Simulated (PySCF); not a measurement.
# W (tungsten, neutral): UHF calculation

Configuration: [Xe] 4f14 5d5 6s1, high-spin 7S determinant (an excited configuration). Calculation: PySCF 2.14, in ANO-RCC-VTZP; scalar relativity by spin-free X2C-1e.

```json
{
  "Total energy": "-16137.699517 hartree",
  "One-electron energy": "-22159.1792 hartree",
  "Hartree (Coulomb) energy": "6345.4870 hartree",
  "Exchange energy": "-324.0073 hartree",
  "⟨S²⟩": "12.0093",
  "⟨L²⟩": "0.000",
  "Sum of ⟨r⟩": "44.86 bohr",
  "Sum of ⟨r²⟩": "65.10 bohr²",
  "Langevin diamagnetic susceptibility": "-51.6 ×10⁻⁶ cm³/mol"
}
```

```
shell  electrons  mean orbital energy (eV)  rms radius, mean of both spins (bohr)
 1s β          1                  -69877.9                                 0.0208
 1s α          1                  -69877.9                                 0.0208
 2s α          1                  -12199.6                                 0.0838
 2s β          1                  -12199.3                                 0.0838
 2p α          3                  -10699.5                                 0.0763
 2p β          3                  -10699.2                                 0.0763
 3s α          1                   -2869.5                                  0.214
 3s β          1                   -2869.4                                  0.214
 3p α          3                   -2415.3                                  0.216
 3p β          3                   -2415.3                                  0.216
 3d α          5                   -1874.6                                  0.197
 3d β          5                   -1874.3                                  0.197
 4s α          1                   -622.14                                  0.478
 4s β          1                   -621.77                                  0.478
 4p α          3                   -469.83                                  0.509
 4p β          3                   -469.50                                  0.509
 4d α          5                   -269.96                                  0.551
 4d β          5                   -269.38                                  0.551
 5s α          1                   -93.042                                   1.15
 5s β          1                   -88.544                                   1.15
 5p α          3                   -53.752                                   1.35
 4f α          7                   -47.251                                  0.669
 5p β          3                   -46.808                                   1.35
 4f β          7                   -46.800                                  0.669
 5d α          5                    -8.459                                   2.31
 6s α          1                    -7.909                                   3.56
```

Spin-orbit coupling, which splits the p, d and f shells strongly at this Z, is absent.

Densities and radii are taken from the X2C orbitals without a picture-change correction, which distorts them close to the nucleus.

Spin-orbit constants ζ (cm⁻¹) from the X2C one-electron operator on these orbitals: bare nucleus, nucleus screened by l(l+1)(2l+1)/3 electrons, and screened by the Breit-Pauli mean field of the electrons.

| shell | bare | screened nucleus | mean field |
| --- | --- | --- | --- |
| 2p | 6868000 | 6683000 | n/a |
| 3p | 1501000 | 1460000 | n/a |
| 3d | 233400 | 201800 | n/a |
| 4p | 342000 | 332800 | n/a |
| 4d | 45880 | 39680 | n/a |
| 4f | 8108 | 5040 | n/a |
| 5p | 43810 | 42620 | n/a |
| 5d | 2476 | 2141 | n/a |
